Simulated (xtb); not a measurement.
H₂Se₂Zn, SMILES [SeH][Zn][SeH]. All values are semi-empirical tight-binding results from xtb (GFN2-xTB unless named), good for trends rather than for accurate numbers. The structure is a stationary point at GFN2-xTB. The values are those of a single conformer.

Optimised geometry:

Bonds (Å): Zn1–Se2 2.340, Zn1–Se4 2.340, Se2–H3 1.430, Se4–H5 1.430. Angles (°): Se2–Zn1–Se4 142.9, Zn1–Se2–H3 100.8, Zn1–Se4–H5 100.8.

For metal compounds this method's bond lengths and energies can be far off.

The point group as xtb finds it is C2 and the orbital gap comes out as 2.84 eV. The zero-point energy is 8.3 kcal/mol and the G − E(el) at 298.15 K (modified RRHO) is -12.3 kcal/mol.

Task: Give the atomic charges and the Wiberg bond orders between heavy atoms. (The exact figures need the calculation; the answer reports its results.)

Result: charges (e) Zn1 0.28, Se2 -0.32, H3 0.18, Se4 -0.32, H5 0.18. Bond orders Zn1–Se2 0.87, Zn1–Se4 0.87.
